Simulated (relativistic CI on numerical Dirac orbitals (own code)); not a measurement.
Spin-allowed bands of a d3 ion in an octahedral site, by hand

Problem. A d3 ion in an octahedral site has a 4A2 ground term and spin-allowed bands at ν1 = 7260 and ν2 = 11825 cm⁻¹ (from a computed ligand-field model). Find Δ and the Racah parameter B, and predict the third band.

Working.
1. The F term splits into A2 (−1.2Δ), T2 (−0.2Δ) and T1 (+0.6Δ), so ν1 = E(T2) − E(A2) = Δ = 7260 cm⁻¹.
2. T1(F) mixes with T1(P), which lies at 15B, through an element 0.4Δ. The two roots, counted from A2, are ν2,3 = ½(15B + 3Δ) ∓ ½√[(15B − Δ)² + 12BΔ].
3. Solving the lower root for B gives B = (2ν1² + ν2² − 3ν1ν2)/(15ν2 − 27ν1) = -12302675/-18645 = 660 cm⁻¹.
4. The sum of the roots is 15B + 3Δ, so ν3 = 15B + 3ν1 − ν2 = 19853 cm⁻¹ (504 nm).

Check. The bands were computed by exact diagonalisation of the d3 shell with B = 660 and Δ = 7260 cm⁻¹, which gives ν3 = 19855 cm⁻¹. C does not enter the terms of highest spin.
